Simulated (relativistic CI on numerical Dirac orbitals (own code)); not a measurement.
## Ti⁴⁺ in a cubic cluster: 2p photoemission with charge transfer

Computed with a charge-transfer multiplet model of a cubic metal-ligand cluster with up to 2 ligand holes, Slater and spin-orbit integrals from Dirac-Coulomb-Breit ions, Slater integrals scaled by 0.8. The ground state mixes d0 with configurations of k ligand holes L, whose averages lie at kΔ + k(k − 1)U_dd/2; a core hole lowers each added d electron by U_cd. 300 K, Lorentzian 0.6 eV and Gaussian 0.8 eV FWHM.

Atomic integrals in eV (Slater integrals scaled, ζ unscaled), ground: F2dd 6.578, F4dd 4.090, zeta_d 0.013; with the core hole: F2dd 6.578, F4dd 4.090, zeta_d 0.032, zeta_core 3.740, F2cd 5.066, G1cd 3.785, G3cd 2.149. Where a configuration has fewer than two d electrons, the dd integrals are those of d2.

Cluster parameters (eV): U_dd = 5.6, U_cd = 7.2, 10Dq = 1.2, 10Dq(ligand) = 1.5, V(eg) = 1.2, V(t2g) = -0.55, final-state hopping factor = 1.

Weights, n_d and S are thermal averages at 300 K. Binding energies count from the first peak over 30 % of the highest in each spectrum, which can be another peak from case to case. The parameters are a model scan and need not match a compound or its usual spin state. Peaks in eV (height, largest 100): 0.0 (100), 6.1 (82), 10.3 (28), 12.4 (19), 13.4 (18), 16.1 (10).

Problem. Which parameters give this spectrum?
A. Δ = 3.1 eV
B. Δ = -0.9 eV
C. Δ = 1.1 eV

Solution. A. Δ = 3.1 eV; the ground state then has 0.36 d electrons and S = 0.00. The choice follows from running the model for each set and comparing peak positions and heights. The space is cut while the next configuration still counts.
